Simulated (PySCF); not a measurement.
CrO2, SMILES [O]=[Cr]=[O] (connectivity only; charge and spin as stated), neutral, multiplicity 3.

Coordinates come from a PBE0-D3(BJ)/def2-TZVP optimisation. The spin state was assumed, not searched.

Method: PySCF with TDA-M06-2X/def2-TZVPD.

Vertical excitations. Gas-phase values at a fixed geometry.

### Question
List the lowest excited states. (Estimate from the structure and the level; the computed values follow.)

### Answer

```csv
state,energy (eV),λ (nm),f,main pairs
root 1,1.32,940,0.005,"α HOMO→LUMO 71 %, α HOMO−5→LUMO 20 %"
root 2,1.43,868,0.001,"α HOMO−1→LUMO 70 %, α HOMO−4→LUMO 20 %"
root 3,1.89,655,0.000,"α HOMO−1→LUMO+1 71 %, α HOMO−4→LUMO+1 27 %"
root 4,2.07,600,0.001,"α HOMO→LUMO+1 59 %, α HOMO−5→LUMO+1 32 %"
root 5,2.38,522,0.000,"α HOMO−2→LUMO 37 %, β HOMO→LUMO 56 %"
root 6,2.72,456,0.008,"α HOMO−2→LUMO 44 %, α HOMO−1→LUMO+2 14 %, β HOMO→LUMO 35 %"
root 7,2.99,415,0.001,β HOMO−1→LUMO 96 %
root 8,3.08,402,0.000,"α HOMO→LUMO+2 76 %, α HOMO−5→LUMO+2 19 %"
root 9,3.09,402,0.001,"α HOMO−2→LUMO+1 88 %, β HOMO−2→LUMO 7 %"
root 10,3.19,388,0.004,"α HOMO−2→LUMO+1 8 %, β HOMO−2→LUMO 85 %"
```
Unrestricted roots are not spin-pure.
